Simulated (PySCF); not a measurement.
Labels have come off several samples. The candidates:

A. `O=C(N)C1OCCCO1`
B. SMILES CC(C(=C)OC)=O
C. SMILES Cc1cn(C)cn1

Spectrum 1. ¹H NMR (500 MHz, computed): δ 5.72 (br s, 1H), 4.32 (br s, 1H), 3.77 (s, 3H), 2.30 (s, 3H). ¹³C{¹H} NMR (computed): δ 199.1 (C), 166.5 (C), 95.4 (CH2), 56.4 (CH3), 29.1 (CH3).

Spectrum 2. ¹H NMR (500 MHz, computed): δ 5.70 (br, 1H), 5.16 (s, 1H), 4.73 (br, 1H), 4.22 (m, 2H), 3.98 (m, 2H), 2.19 (m, 1H), 0.95 (m, 1H). ¹³C{¹H} NMR (computed): δ 170.6 (C), 98.1 (CH), 65.0 (CH2), 29.8 (CH2).

Spectrum 3. ¹H NMR (500 MHz, computed): δ 7.00 (m, 1H), 6.63 (m, 1H), 3.69 (s, 3H), 2.38 (s, 3H). ¹³C{¹H} NMR (computed): δ 146.5 (C), 139.6 (CH), 119.6 (CH), 33.6 (CH3), 16.6 (CH3).

Calculated, not measured (PySCF 2.14.0 with density-fitted response routines): shielding tensors at PBE0/pcSseg-1 (GIAO), GFN2-xTB geometry. Rapidly exchanging positions averaged, one conformer, non-relativistic, in vacuum.

δ = σ(ref) − σ, references computed at the same level: TMS for ¹H and ¹³C. Where no couplings were computed, multiplicities follow the n + 1 count of equivalent neighbours, and m marks all less simple cases (inequivalent or close neighbours, rings, F or P nearby). Acid and N–H amide carbonyl carbons lie up to 10 ppm further downfield in solution (hydrogen bonding). Shifts are as computed. Against solution values, carbons near 30 ppm lie about +3 ppm off and those near 130 ppm about +5 ppm. Of 1211 compounds with measured shifts, 218 miss one by over three times the rms of a fit or turn the order of signals round; such compounds aren't used in these exercises. Groups on amide-type nitrogens are kept apart (slow C–N rotation). OH and NH positions are gas-phase values without hydrogen bonding to other molecules.

Problem. Which spectrum belongs to which compound?

Solution. 1–B, 2–A, 3–C.

- Spectrum 1 (B): 5 ¹³C signals; δC 199.1 is a ketone carbonyl carbon; δC 166.5 is an alkene carbon bearing oxygen.
- Spectrum 2 (A): 4 ¹³C signals; δC 170.6 is an amide carbonyl carbon; δC 98.1 is an sp3 carbon bearing two oxygens.
- Spectrum 3 (C): 5 ¹³C signals; δC 33.6 is a methyl carbon bonded to N; δC 16.6 is a methyl carbon on an aromatic ring.
